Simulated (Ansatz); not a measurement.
Stepwise reaction of `[OH][Ti]([SH])([SH])[SH]` with water, as a gas-phase model of exchange steps in deposition or etching. ΔE in kJ/mol; ΔG adds harmonic PBE0-D4 terms to CCSD(T)/CBS, at 1 bar.

Computed with Ansatz on PBE0-D4/def2-TZVP structures; ΔE is electronic, products minus reactants. CCSD(T)/CBS adds triple-zeta CCSD(T) − MP2 to the extrapolated MP2 energy (def2 sets, frozen cores). This one scheme is used for every species. Functionals use def2-TZVPP. B3LYP here is the variant with VWN-RPA as its local correlation; programs differ in this. For Ti outer-core shells are correlated without core-valence functions, which leaves a few kJ/mol of doubt a bond. Scalar relativity is left out up to krypton. Each species was taken in one conformer, which may not be the lowest.

```tsv
step	reaction	PBE-D4	B3LYP-D4	ωB97M-V	CCSD(T)/CBS	ΔG(400 K)
1	`[OH][Ti]([SH])([SH])[SH]` + H₂O → `[OH][Ti]([OH])([SH])[SH]` + H₂S	-24.1	-31.4	-35.4	-22.9	-32.4
2	`[OH][Ti]([OH])([SH])[SH]` + H₂O → `[OH][Ti]([OH])([OH])[SH]` + H₂S	-20.2	-26.6	-30.0	-19.5	-28.6
3	`[OH][Ti]([OH])([OH])[SH]` + H₂O → `[OH][Ti]([OH])([OH])[OH]` + H₂S	-20.4	-26.8	-28.8	-20.9	-25.7
```

**Question.** By hand: ΔE of the 3 steps together at CCSD(T)/CBS.

**Answer.** (-22.9) + (-19.5) + (-20.9) = -63.3 kJ/mol, or -21.1 kJ/mol a step.

In ΔE the steps differ by no more than 3.4 kJ/mol. All are downhill at CCSD(T)/CBS. ΔG lies between -32.4 and -25.7 kJ/mol a step. PBE-D4 differs from CCSD(T)/CBS by -1.2 to 0.5 kJ/mol a step. Isolated molecules leave out the surface, adducts and barriers. Largest T1 diagnostic: 0.027.
